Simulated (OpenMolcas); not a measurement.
As III: effect of the basis set

```json
{"Program": "OpenMolcas", "Method": "MS-RASPT2, IPEA 0.25 Eh, imaginary shift 0.1 Eh (closed shells correlated: 3d)", "Active space": "3 electrons in 9 orbitals (RAS2 4s 4p; RAS3 4d, at most 2 electrons)", "State averaging": "2S+1 = 4 odd, 1 root; 2S+1 = 2 odd, 11 roots; 2S+1 = 4 even, 3 roots; 2S+1 = 2 even, 9 roots", "Spin-orbit coupling": "state interaction with AMFI integrals over the reference wave functions, term energies averaged over their components"}
```

A. ANO-RCC-VTZP [6s5p3d1f], DKH2, point nucleus; CASPT2 step of the order of 13 core-seconds
B. ANO-RCC-VQZP [7s6p4d2f1g], DKH2, point nucleus; CASPT2 step of the order of 10 core-seconds
C. ANO-R2 [6s5p4d3f1g], X2C, finite nucleus; CASPT2 step about 16 core-seconds
D. ANO-RCC [9s8p6d4f2g], DKH2, point nucleus; CASPT2 step about 50 core-seconds

Energies in cm⁻¹ above 4s² 4p ²P°_1/2, the measured ground level; measured values from Moore, Atomic Energy Levels, vol. II, NSRDS-NBS 35 (1971 reprint of NBS Circular 467, 1952).

| Level | A | B | C | D | Measured |
| --- | --- | --- | --- | --- | --- |
| 4s² 4p ²P°_1/2 | 0.0 | 0.0 | 0.0 | 0.0 | 0.0 |
| 4s² 4p ²P°_3/2 | 2650 | 2580 | 2590 | 2630 | 2940 |
| 4s 4p² ⁴P_1/2 | 62070 | 62750 | 64140 | 63680 |  |
| 4s 4p² ⁴P_3/2 | 63090 | 63730 | 65120 | 64670 |  |
| 4s 4p² ⁴P_5/2 | 64590 | 65190 | 66580 | 66150 |  |
| 4s 4p² ²D_3/2 | 83180 | 83420 | 85170 | 84060 | 85309 |
| 4s 4p² ²D_5/2 | 83370 | 83600 | 85360 | 84250 | 85630 |
| 4s 4p² ²S_1/2 | 107500 | 107100 | 107620 | 107160 | 107806 |
| 4s 4p² ²P_1/2 | 115700 | 114920 | 113550 | 114110 | 113938 |
| 4s 4p² ²P_3/2 | 117210 | 116390 | 114950 | 115580 | 115425 |

Deviations, from unrounded energies. A percentage is the sum of absolute deviations over the sum of measured energies, with the sign that they share, or ± where signs differ.

```tsv
Against measurement	Levels	A	B	C	D
mean absolute deviation (cm-1)	6	1400	1200	300	650
fine structure of the ground term (%)	1	-9.8	-12.1	-11.8	-10.4
other configurations (%)	5	±1.6	±1.3	-0.3	±0.7
```

C lies closest to measurement on these levels and A furthest from it. The largest miss of C in the table is 4s 4p² ²P_3/2, by -470 cm-1. The ranking rests on the paired levels alone, and a cruder setting can come out closer through cancelling errors.

Among A to D the level of the table that moves most is 4s 4p² ²P_3/2, by 2300 cm-1 (lowest in C, highest in A). Moves below CASPT2's spread within the term are not significant.

CASPT2 breaks the degeneracy within a term, and the mean is taken; among the terms shown or strongly mixed into the levels shown the widest spread is 46 cm-1 (4s 4p² ²D, C). Active for correlation alone: 4d; no level in the range computed is led by a configuration that fills it, so any true level of that kind is missing. Some terms mix strongly with configurations of 4d, whose occupation reaches 0.18 (4s 4p² ²D) (figures for A; the like holds for B, C, D). Measured partners are found by configuration, term and J. A level has none where our copy of the source lacks it or the pairing is in doubt (some pairs that miss far off the trend of their configuration count as doubtful), and it then counts in no deviation. Levels of configurations outside the active space are missing. The table leaves out levels that lie high or whose names do not pair safely across all columns.

° marks odd parity.
